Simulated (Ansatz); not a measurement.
A search over several starts for the lowest SCF solution of Si(OEt)H3 (C2H8OSi) at the given spin, in a small basis.

```yaml
crystal:
  periodic: [false, false, false]
  atoms:
    - {symbol: Si, position_ang: [0.843537, -0.086638, -1.901242]}
    - {symbol: O, position_ang: [0.675202, -0.036750, -0.244992]}
    - {symbol: C, position_ang: [-0.584422, 0.051249, 0.402889]}
    - {symbol: C, position_ang: [-0.371399, 0.051661, 1.900330]}
    - {symbol: H, position_ang: [-1.111435, 0.975692, 0.089687]}
    - {symbol: H, position_ang: [-1.227822, -0.802640, 0.107094]}
    - {symbol: H, position_ang: [-1.333649, 0.121185, 2.430872]}
    - {symbol: H, position_ang: [0.137564, -0.872290, 2.214315]}
    - {symbol: H, position_ang: [0.256314, 0.905705, 2.196778]}
    - {symbol: H, position_ang: [2.301565, -0.174313, -2.176596]}
    - {symbol: H, position_ang: [0.274450, 1.143044, -2.539686]}
    - {symbol: H, position_ang: [0.140086, -1.275894, -2.479469]}
basis:
  gaussian: {orbitals: def2-SVP, initial_orbitals: start.molden}
hamiltonian: {xc: pbe0, dispersion: d4}
output: {orbitals: {seedname: orbitals}}
```

The file start.molden holds the orbitals of an earlier run on this structure, at another level or in another basis.

```sh
$ ansatz run in.yaml --threads 4 --pin off --events-out ev --progress --plain --max-ram 3916MiB
```

Shortened log:

```
Functional definition: PBE0
  name "PBE0"
  cite "Adamo & Barone, J. Chem. Phys. 110, 6158 (1999) doi:10.1063/1.478522"
  cite "Perdew, Burke & Ernzerhof, Phys. Rev. Lett. 77, 3865 (1996) doi:10.1103/PhysRevLett.77.3865"
  parent pbe
  parameter a = 0.25
  parameter kappa = 0.804
  parameter beta = 0.06672455060314922
  exchange = (1 - a)*pbe_x(kappa = kappa, mu = beta*pi^2/3) + a*exact_x
  correlation = pbe_c(beta = beta)
1119 factors; their error is unknown
mean field evaluation 1: about -12115.7383 eV, gradient 3.7e0 eV
mean field evaluation 2: about -12115.7651 eV, gradient 2.3e-2 eV
mean field evaluation 4: about -12115.8092 eV, gradient 7.6e-5 eV
mean field evaluation 8: about -12115.5521 eV, gradient 1.0e1 eV
mean field evaluation 16: about -12115.8092 eV, gradient 1.0e-2 eV
mean field -12115.80918386 eV, -445.2477751164 hartree, gradient 8.2e-5 eV, S^2 0.000000; 1 other end points of the search recorded, 0 dependent functions left out
reference -12115.80921241 eV, -445.2477761655 hartree; 21, 21 occupied and 79, 79 virtual orbitals, 1119 factors
Total energy: -12115.97497483 eV, -445.2538678222 hartree
```

It took 2.2 s on 4 threads of Intel Xeon on a shared host.
